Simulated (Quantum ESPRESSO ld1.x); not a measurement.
Values are calculated unless marked as measured or tabulated.
The aim is neutral potassium in [Ar] 4s1. What will ld1.x (Quantum ESPRESSO 7.5) do with this input?

```
 &input
    zed=19.0,
    iswitch=1,
    rel=2,
    lsd=1,
    dft='PZ',
    config='[Ar] 4s1',
    prefix='ld1',
    max_out_wfc=37,
    file_charge='ld1.rho',
 /
```

Answer. Refused. The program stops in ld1_readin with "local spin density and spin-orbit not allowed": spin polarisation goes with rel = 0 or 1 alone.

Output (excerpt):

```
     Program LD1 v.7.5 starts

 %%%%%%%%%%%%%%%%%%%%%%%%%%%%%%%%%%%%%%%%%%%%%%%%%%%%%%%%%%%%%%%%%%%%%%%%%%%%%%
     Error in routine ld1_readin (1):
     local spin density and spin-orbit not allowed
 %%%%%%%%%%%%%%%%%%%%%%%%%%%%%%%%%%%%%%%%%%%%%%%%%%%%%%%%%%%%%%%%%%%%%%%%%%%%%%

     stopping ...
```

Run on one thread of a shared host, so times are rough (Intel(R) Xeon(R) Processor @ 2.60GHz): 0.48 s of CPU time, 0.52 s wall.
